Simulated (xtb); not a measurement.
C₂H₆BFN₂, SMILES C/N=C/B(N)F. All values are semi-empirical tight-binding results from xtb (GFN2-xTB unless named), good for trends rather than for accurate numbers. Geometry: GFN2-xTB. The structure was generated by enumeration; whether it is a known compound was not checked. Other conformers were not sampled.

**Question.** Estimate the properties. (The exact figures need the calculation; the answer reports its results.)

**Answer.** 
```yaml
point_group_as_xtb_finds_it: Cs
orbital_gap: 2.89 eV
dipole_moment: 1.75 D
zero_point_energy: 56.3 kcal/mol
G − E(el) at 298.15 K (modified RRHO): 36.7 kcal/mol
static polarisability (D4 model): 56.0 bohr³
solvation energy, GFN2-xTB/ALPB(water): -6.6 kcal/mol
solvation energy, GFN2-xTB/ALPB(acetonitrile): -7.0 kcal/mol
```

Computed IR lines (harmonic; lines under 4 % of the strongest left out, lines within 3 cm⁻¹ merged):
ν (cm⁻¹): 201 (w), 567 (m), 601 (s), 834 (w), 892 (w), 1030 (m), 1136 (w), 1216 (vs), 1341 (m), 1383 (m), 1468 (w), 1510 (vs), 1709 (w), 2790 (s), 2878 (m), 2980 (w), 2997 (w) (against the strongest line: vs over 80 %, s over 45 %, m over 15 %, w over 4 %, vw less)
